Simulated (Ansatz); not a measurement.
Computed with Ansatz on PBE0-D4/def2-TZVP structures; ΔE is electronic, products minus reactants. CBS: MP2 limit from def2 TZ/QZ plus the TZ coupled-cluster correction, frozen cores. DFT in def2-TZVPP. B3LYP here is the variant with VWN-RPA as its local correlation; programs differ in this. Each species was taken in one conformer, which may not be the lowest.

`CC(C)[Si]Cl` → `[SiH3]C/C=C/Cl`  (isomerisation)

`CC(C)[Si]Cl`:

Cartesian coordinates in Å:
```
C -0.717 0.146 -1.128
C -0.357 -0.427 0.233
C 0.284 0.624 1.149
Si 0.820 -1.922 0.292
Cl 2.336 -1.240 -0.981
H 0.173 0.506 -1.648
H -1.408 0.990 -1.025
H -1.199 -0.595 -1.772
H -1.270 -0.792 0.725
H -0.425 1.430 1.364
H 0.600 0.213 2.116
H 1.163 1.066 0.675
```

`[SiH3]C/C=C/Cl`:

```xyz
12

Si   -1.718    0.233   -0.515
C     0.141    0.541   -0.646
C     0.846    0.173    0.612
C     1.632   -0.886    0.734
Cl    2.400   -1.326    2.211
H    -2.265    0.954    0.665
H    -1.976   -1.221   -0.355
H    -2.406    0.722   -1.740
H     0.290    1.603   -0.873
H     0.526   -0.029   -1.497
H     0.674    0.798    1.485
H     1.855   -1.563   -0.082
```

| level | ΔE (kJ/mol) | difference from CCSD(T)/CBS |
| --- | --- | --- |
| PBE-D4 | 96.7 | -0.9 |
| r2SCAN-D4 | 86.8 | -10.8 |
| PBE0-D4 | 98.7 | 1.1 |
| B3LYP-D4 | 93.8 | -3.8 |
| ωB97M-V | 106.8 | 9.2 |
| SCS-MP2/def2-TZVPP | 88.6 | -9.0 |
| HF/def2-QZVPP | 77.2 | -20.4 |
| MP2/def2-QZVPP | 96.5 | -1.1 |
| HF/CBS(def2) | 77.1 | -20.5 |
| MP2/CBS(def2) | 97.7 | 0.1 |
| CCSD(T)/CBS | 97.6 | 0 |

Largest T1 diagnostic among the species: 0.011.

The D4 term adds +7.5 kJ/mol with B3LYP and +3.7 kJ/mol with PBE0; it sums over pairs of atoms, weighted by their polarisabilities, and B3LYP, whose exchange is more repulsive, gets the larger term. In def2-TZVPP, CCSD(T) changes the Hartree–Fock value by +17.4 kJ/mol (the triples alone add −1.3 kJ/mol) and MP2 by +17.5 kJ/mol.
